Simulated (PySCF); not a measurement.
**Ionisation energy of Ni by level of theory**

Ni [Ar] 3d8 4s2 (3F) → Ni⁺ [Ar] 3d9 (2D), as a difference of total energies. Computed with PySCF 2.14 in Sapporo-DKH3-DZP-2012, with scalar relativity by spin-free X2C-1e. Correlated levels: valence: [Ar] frozen. The calculations carry no spin-orbit coupling.

```csv
method,ionisation energy (eV),difference from reference (eV)
UHF,8.188,+0.548
TPSS,7.625,-0.015
M06-2X,7.748,+0.108
MP2 (valence),6.927,-0.713
SCS-MP2 (valence),7.158,-0.482
```

Reference: 7.640 eV (measured; NIST Atomic Spectra Database, ionization energies).

The reference lies between the lowest fine-structure levels, while these numbers refer to the centres of the terms.

Errors of the correlated levels include the incompleteness of this basis and the frozen core.

MP2 underrates the near-degeneracy of ns² with np² in the lower species.
